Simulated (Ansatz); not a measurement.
Born–Oppenheimer molecular dynamics of H11NSi4 (16 atoms, charge 0, multiplicity 1). It starts from a relaxed structure.

The calculation used RKS BLYP/STO-3G in Ansatz 0.2.0.

| Quantity | Value |
| --- | --- |
| ensemble | NVE (velocity Verlet) |
| time step | 0.5 fs |
| steps asked | 500 |
| starting velocities drawn for | 400 K |
| seed | 614123 |

First frame:

```xyz
16
Properties=species:S:1:pos:R:3
Si 0.034 -0.074 0.005
N 0.159 -0.406 1.808
H -0.839 -0.371 2.200
H 0.580 0.472 2.257
Si 2.188 0.051 -0.745
H 2.911 -1.195 -0.541
H 2.223 0.350 -2.170
H 2.923 1.108 -0.064
Si -1.094 1.862 -0.518
H -2.469 1.832 -0.037
H -0.460 3.029 0.080
H -1.144 2.087 -1.957
Si -1.057 -1.876 -0.875
H -2.362 -2.058 -0.256
H -1.278 -1.700 -2.304
H -0.305 -3.110 -0.696
```

How far do the bonds stretch over the last three quarters of this one trajectory? (Pairs bonded in most of those frames.)


```tsv
bond	mean (Å)	spread (Å)	shortest	longest
Si1–N2	1.845	0.032	1.79	1.90
Si1–Si5	2.288	0.039	2.22	2.37
Si1–Si9	2.305	0.032	2.24	2.36
Si1–Si13	2.286	0.044	2.19	2.36
N2–H3	1.074	0.008	1.05	1.09
N2–H4	1.074	0.008	1.05	1.09
Si5–H6	1.467	0.077	1.34	1.59
Si5–H7	1.459	0.030	1.40	1.52
Si5–H8	1.461	0.039	1.39	1.54
Si9–H10	1.459	0.017	1.43	1.49
Si9–H11	1.459	0.018	1.43	1.49
Si9–H12	1.459	0.022	1.42	1.50
Si13–H14	1.457	0.012	1.44	1.48
Si13–H15	1.458	0.020	1.43	1.49
Si13–H16	1.457	0.005	1.45	1.47
```

Mean temperature of the second half: 192 K. The conserved energy stayed within 0.26 meV per atom of its start (net change 0.031 meV per atom), so the integration is sound. Over the second half the temperature averaged 0.48 of the 400 K drawn at the start: a run that starts near a minimum puts about half its kinetic energy into the potential. A run of 0.25 ps of so small a system gives no equilibrium averages. Limits of this set-up: minimal basis.

Run time: 35 min on 1 thread of Arm Neoverse V1 (shared host), peak memory 0.11 GiB.
